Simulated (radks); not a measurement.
Trend from Li to Ne: ionisation energy by Delta-SCF between NIST ground configurations, and size. Calculated with a radial shooting solver on a logarithmic mesh with Libxc functionals: scalar-relativistic Kohn-Sham, PBEsol, spin-polarised, spherical densities, finite nucleus; open shells are filled with parallel spins first; Fermi nuclear charge, rms radius of each element as measured or else 0.836 A^(1/3) + 0.57 fm.

species  configuration  IE (eV)  NIST (eV)  kind  outermost  <r> outermost (bohr)
Li            [He] 2s1    5.474      5.392  exp.         2s                  3.81
Be            [He] 2s2    8.894      9.323  exp.         2s                  2.61
B         [He] 2s2 2p1    8.413      8.298  exp.         2p                  2.25
C         [He] 2s2 2p2   11.613     11.260  exp.         2p                  1.74
N         [He] 2s2 2p3   14.848     14.534  exp.         2p                  1.43
O         [He] 2s2 2p4   13.535     13.618  exp.         2p                  1.34
F         [He] 2s2 2p5   17.742     17.423  exp.         2p                  1.13
Ne                [Ne]   21.890     21.565  exp.         2p                 0.981

Reference values: NIST Atomic Spectra Database (exp. = measured, semi-emp. = semi-empirical, theory = theoretical value adopted there). Open shells are spherical and high-spin; term and fine-structure splittings are not resolved.
